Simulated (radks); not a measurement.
Results of a calculation; reference values are marked as such.
The krypton ion Kr12+, configuration [Ar] 3d6.

Code: a radial shooting solver on a logarithmic mesh with Libxc functionals. Model: scalar-relativistic Kohn-Sham, SCAN, spin-polarised, spherical densities, finite nucleus; open shells are filled with parallel spins first; meta-GGA in the generalised Kohn-Sham scheme; Fermi nuclear charge, rms radius 4.1884 fm.

Energy parts (Ry):
| part | energy |
|---|---|
| total | -5459.40683 |
| kinetic | 5588.16886 |
| electron-nucleus | -12598.23944 |
| Hartree | 1724.63265 |
| exchange-correlation | -173.96890 |

Orbitals (lengths in bohr, moments of r in powers of bohr):
| orbital | occ. | eigenvalue (Ry) | <r^2> |
|---|---|---|---|
| 1s up | 1 | -1067.354 | 0.002320 |
| 1s down | 1 | -1067.347 | 0.002320 |
| 2s up | 1 | -162.4471 | 0.03955 |
| 2s down | 1 | -161.8769 | 0.03936 |
| 2p up | 3 | -146.2437 | 0.03131 |
| 2p down | 3 | -145.8182 | 0.03112 |
| 3s up | 1 | -41.75686 | 0.2899 |
| 3s down | 1 | -40.98842 | 0.2934 |
| 3p up | 3 | -36.47001 | 0.2948 |
| 3p down | 3 | -35.68198 | 0.2995 |
| 3d up | 5 | -28.01187 | 0.2753 |
| 3d down | 1 | -27.11110 | 0.2831 |

The highest occupied level is 3d down at -368.87 eV. The spin density at the nucleus is -3.09 e/bohr^3 (1s -0.36, 2s -12.10, 3s 9.37). The electron density at the nucleus is 5.011e+04 e/bohr^3 (large components only).
